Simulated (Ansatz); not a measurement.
Other settings, tried on the cluster VO3 (the lowest doublet isomer of a short search).

```yaml
crystal:
  periodic: [false, false, false]
  atoms:
    - {symbol: V, position_ang: [-0.408363, -0.232909, 0.427982]}
    - {symbol: O, position_ang: [1.179862, -0.491861, -0.353133]}
    - {symbol: O, position_ang: [-1.803418, -0.081065, -0.287384]}
    - {symbol: O, position_ang: [1.031919, 0.805835, 0.212545]}
basis:
  gaussian: {orbitals: cc-pVTZ, final_grid: {core_spheres: 5, valence_spheres: 4, degree: 11}}
magnetization: {spin_polarized: true, initial_magnetization: 1}
hamiltonian: {xc: {name: PBEsol}, dispersion: d4}
scf: {omitted_lower_state_checks: [starts]}
output: {forces: true}
```

```sh
$ ansatz run in.yaml --threads 4 --pin off --events-out ev --progress --plain --max-ram 3916MiB
```

It prints (some lines left out):

```
Functional definition: PBEsol
999 factors; their error is unknown
mean field evaluation 1: about -31764.7746 eV, gradient 4.9e1 eV
mean field evaluation 2: about -31535.2389 eV, gradient 2.6e2 eV
mean field evaluation 4: about -31745.0341 eV, gradient 9.4e1 eV
mean field evaluation 8: about -31772.4645 eV, gradient 9.5e-1 eV
mean field -31772.46626829 eV, -1167.6165992087 hartree, gradient 1.0e-5 eV, S^2 0.767350; 0 other end points of the search recorded, 0 dependent functions left out
reference -31772.46633220 eV, -1167.6166015573 hartree; 24, 23 occupied and 134, 135 virtual orbitals, 999 factors
Total energy: -31772.48929340 eV, -1167.6174453658 hartree
Atom 0 at    -0.408363    -0.232909     0.427982 Å, force     0.180637    -0.243501     0.602548 eV/Å
Atom 1 at     1.179862    -0.491861    -0.353133 Å, force     0.367687    -0.317518    -0.270618 eV/Å
Atom 2 at    -1.803418    -0.081065    -0.287384 Å, force    -0.826823     0.082956    -0.406355 eV/Å
Atom 3 at     1.031919     0.805835     0.212545 Å, force     0.278499     0.478064     0.074424 eV/Å
Dipole moment:    -0.130321    -0.316773     0.693671 e Å
Checks for a lower state left out: starts
```

Hardware: 4 threads of Arm Neoverse V2 on a shared host. Wall time 1.9 s.
